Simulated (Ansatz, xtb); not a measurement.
**ClGeH5O2Si: which of two conformers lies lower**

We compare X, `O[Si@H](Cl)[O][GeH3]`, a singlet, with Y, `O[Si@H](Cl)[O][GeH3]`, a singlet. Both are isolated molecules in the gas phase, relaxed with PBE-D3(BJ)/def2-SVP.

X (Å):

```xyz
10

Cl   -0.3462    2.7008    0.6608
Ge    1.4056   -0.2352    1.6961
O    -2.3091    0.5823   -0.4726
O    -0.3513   -0.2710    1.2518
Si   -1.4388    0.9247    0.8991
H    -1.7864    0.3726   -1.2668
H    -2.4476    1.1214    1.9719
H     2.2176    0.2008    0.4509
H     1.6053    0.7436    2.8797
H     1.7183   -1.6957    2.0961
```

Y (Å):

```json
{"atom": "Cl", "x (Å)": "1.3340", "y (Å)": "0.4824", "z (Å)": "-0.5554"}
{"atom": "Ge", "x (Å)": "0.2554", "y (Å)": "-2.2610", "z (Å)": "1.6361"}
{"atom": "O", "x (Å)": "-1.4124", "y (Å)": "1.1315", "z (Å)": "0.3482"}
{"atom": "O", "x (Å)": "0.0501", "y (Å)": "-0.5039", "z (Å)": "2.0445"}
{"atom": "Si", "x (Å)": "0.0669", "y (Å)": "0.8228", "z (Å)": "1.0551"}
{"atom": "H", "x (Å)": "-2.1333", "y (Å)": "1.2996", "z (Å)": "0.9811"}
{"atom": "H", "x (Å)": "0.5673", "y (Å)": "1.9767", "z (Å)": "1.8570"}
{"atom": "H", "x (Å)": "1.7695", "y (Å)": "-2.5404", "z (Å)": "1.4789"}
{"atom": "H", "x (Å)": "-0.5245", "y (Å)": "-2.5713", "z (Å)": "0.3334"}
{"atom": "H", "x (Å)": "-0.3440", "y (Å)": "-3.0053", "z (Å)": "2.8519"}
```

Task: Estimate which is lower in electronic energy at CCSD(T)/def2-SVP + ΔMP2/def2-TZVPP, and by roughly how much.

Result: Too close to call at this level: CCSD(T)/def2-SVP + ΔMP2/def2-TZVPP gives E(Y) − E(X) = +3.68 kJ/mol.

How the difference moves with the method:

| level | geometry | E(Y) − E(X) (kJ/mol) | departure from the last row (kJ/mol) | job, with rough time for the two |
| --- | --- | --- | --- | --- |
| PBE-D3(BJ)/def2-SVP | PBE-D3(BJ)/def2-SVP | +5.05 | +1.38 | optimisation, 2.6 min |
| HF/def2-SVP | PBE-D3(BJ)/def2-SVP | +5.44 | +1.76 | part of the CCSD(T) run |
| MP2/def2-SVP | PBE-D3(BJ)/def2-SVP | +4.20 | +0.53 | part of the CCSD(T) run |
| CCSD(T)/def2-SVP | PBE-D3(BJ)/def2-SVP | +4.07 | +0.39 | single point |
| CCSD(T)/def2-SVP + ΔMP2/def2-TZVPP | PBE-D3(BJ)/def2-SVP | +3.68 |  | single point, 85 s |

The largest departure from CCSD(T)/def2-SVP + ΔMP2/def2-TZVPP is that of HF/def2-SVP, 1.76 kJ/mol. Levels run at GFN2-xTB geometries aren't shown. The last row adds to CCSD(T) the change of the MP2 difference between the two basis sets, here −0.39 kJ/mol.

With harmonic frequencies from PBE-D3(BJ)/def2-SVP (ideal gas, rigid rotor, one conformer each, 298.15 K, 1 atm): on the last row, ΔE + ΔZPE = +3.04 kJ/mol. A mode under 50 cm⁻¹ makes harmonic enthalpies and free energies unreliable, so none is given.

The correlated steps freeze 21 core orbitals; the filled d shell of Ge is correlated, in a basis made for valence electrons. Run with Ansatz 0.2.0; the last row on 2 threads of AMD EPYC 7R43 64-Core Processor (Zen 3) on a shared host.
